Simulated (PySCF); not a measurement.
Molfile (atoms numbered from 1):
```
C4H11ClOSi2
     RDKit          3D

 19 19  0  0  0  0  0  0  0  0999 V2000
   -3.0457    2.3999    2.1222 Si  0  0  0  0  0  4  0  0  0  0  0  0
   -1.7253    2.4046    0.7726 C   0  0  0  0  0  0  0  0  0  0  0  0
   -0.1549    3.2971    1.1885 Si  0  0  2  0  0  4  0  0  0  0  0  0
   -0.5804    5.3329    1.2441 Cl  0  0  0  0  0  0  0  0  0  0  0  0
    1.4215    2.9766    0.2273 C   0  0  0  0  0  0  0  0  0  0  0  0
    2.4465    3.1389    1.3597 C   0  0  0  0  0  0  0  0  0  0  0  0
    1.8406    2.5227    2.6259 C   0  0  0  0  0  0  0  0  0  0  0  0
    0.4504    2.7989    2.6647 O   0  0  0  0  0  0  0  0  0  0  0  0
   -3.3953    3.7989    2.5069 H   0  0  0  0  0  0  0  0  0  0  0  0
   -4.2770    1.7198    1.6129 H   0  0  0  0  0  0  0  0  0  0  0  0
   -2.5572    1.6650    3.3253 H   0  0  0  0  0  0  0  0  0  0  0  0
   -2.1556    2.8607   -0.1353 H   0  0  0  0  0  0  0  0  0  0  0  0
   -1.4689    1.3588    0.5291 H   0  0  0  0  0  0  0  0  0  0  0  0
    1.4072    1.9387   -0.1502 H   0  0  0  0  0  0  0  0  0  0  0  0
    1.6072    3.6442   -0.6252 H   0  0  0  0  0  0  0  0  0  0  0  0
    3.4209    2.6809    1.1261 H   0  0  0  0  0  0  0  0  0  0  0  0
    2.6269    4.2134    1.5312 H   0  0  0  0  0  0  0  0  0  0  0  0
    1.9871    1.4263    2.6306 H   0  0  0  0  0  0  0  0  0  0  0  0
    2.3141    2.9223    3.5368 H   0  0  0  0  0  0  0  0  0  0  0  0
  1  2  1  0
  2  3  1  0
  3  4  1  1
  3  5  1  0
  5  6  1  0
  6  7  1  0
  7  8  1  0
  8  3  1  0
  1  9  1  0
  1 10  1  0
  1 11  1  0
  2 12  1  0
  2 13  1  0
  5 14  1  0
  5 15  1  0
  6 16  1  0
  6 17  1  0
  7 18  1  0
  7 19  1  0
M  END
```

Geometry: PBE0-D3(BJ)/def2-SVP; GIAO shifts from PySCF 2.14.0 with density-fitted response routines, gas phase, non-relativistic, averaged over equivalent atoms.

At HF/pcSseg-1 (212 basis functions, 15 s wall time on 1 thread of an Intel Xeon 6975P-C, shared host):
| atoms | δ (ppm) |
| --- | --- |
| Si3 | 32.1 |
| Si1 | -62.8 |
| C7 | 61.2 |
| C6 | 24.1 |
| C5 | 11.9 |
| C2 | -6.6 |
| Cl4 | 9.2 |
| O8 | 41.6 |
| H19 | 3.92 |
| H9/H10/H11 | 3.88 |
| H18 | 3.32 |
| H17 | 1.76 |
| H16 | 1.64 |
| H15 | 0.72 |
| H14 | 0.31 |
| H12 | -0.27 |
| H13 | -0.43 |

Shifts are taken against calculated references (same method and geometry level): 29Si (393.43 ppm) and 13C (190.85 ppm) and 1H (31.69 ppm) vs TMS; 35Cl (955.90 ppm) vs HCl; H2O for 17O (333.31 ppm).

Task: Estimate the result of repeating the calculation with PBE0/pcSseg-1.

Result: 
```tsv
atoms	δ at PBE0/pcSseg-1	change
Si3	41.9	+9.8
Si1	-70.9	-8.1
C7	69.2	+8.0
C6	28.0	+3.9
C5	16.5	+4.6
C2	-4.0	+2.6
Cl4	63.9	+54.7
O8	81.7	+40.1
H19	4.15	+0.23
H9/H10/H11	4.11	+0.23
H18	3.62	+0.30
H17	1.95	+0.19
H16	1.78	+0.14
H15	0.91	+0.19
H14	0.49	+0.18
H12	0.06	+0.33
H13	-0.14	+0.29
```

Chemical shifts δ = σref − σ; TMS for 29Si (σref 351.99) and 13C (σref 184.41) and 1H (σref 31.27); HCl for 35Cl (σref 943.27); 17O (σref 334.56) vs H2O, all at this level.

The largest change is at Cl4 (chlorine bonded to Si). Cost: 212 basis functions, 31 s wall time on 1 thread of an Intel Xeon 6975P-C, shared host. The order of the carbon signals is the same at both levels.

Experimental scales use liquid or dissolved standards, which lie at an offset from isolated H2O (liquid H2O: subtract about 36 ppm).
